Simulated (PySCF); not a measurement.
C₃H₄FNSi. Atoms are numbered in the order given.

```xyz
10

F      1.9104     0.1667    -0.8463
Si     0.7887    -0.1768     0.2750
C     -0.3829     1.2446     0.6279
C     -1.5934     0.7643     0.2932
C     -1.5659    -0.6486    -0.2545
N     -0.4547    -1.2669    -0.3639
H      1.4938    -0.7487     1.4441
H     -0.2348     2.2460     1.0380
H     -2.5405     1.3080     0.3860
H     -2.5171    -1.1237    -0.5540
```

Coordinates come from a ωB97X-D3(BJ)/def2-SVP optimisation. The structure was generated by enumeration; whether it is a known compound was not checked.

Calculation: PBE/pcSseg-1 in PySCF.

GIAO shieldings, no solvent; atoms alike by connectivity are averaged. δ = σ(ref) − σ: ¹⁹F against CFCl3 (σ = 133.6 ppm); ²⁹Si against TMS (σ = 335.4 ppm); ¹³C against TMS (σ = 182.0 ppm); ¹⁵N against NH3 (σ = 267.0 ppm); ¹H against TMS (σ = 31.49 ppm), references at their B3LYP-D3(BJ)/def2-TZVP geometries, non-relativistic.

### Question
Estimate the chemical shifts. (The exact figures need the calculation; the answer reports its results.)

### Answer

| nucleus | atoms | count | δ (ppm) |
|---|---|---|---|
| ¹⁹F | F1 | 1 | -220.6 |
| ²⁹Si | Si2 | 1 | 11.0 |
| ¹³C | C5 | 1 | 184.4 |
| ¹³C | C4 | 1 | 155.0 |
| ¹³C | C3 | 1 | 146.7 |
| ¹⁵N | N6 | 1 | 373.5 |
| ¹H | H10 | 1 | 9.00 |
| ¹H | H9 | 1 | 7.26 |
| ¹H | H8 | 1 | 6.95 |
| ¹H | H7 | 1 | 5.82 |
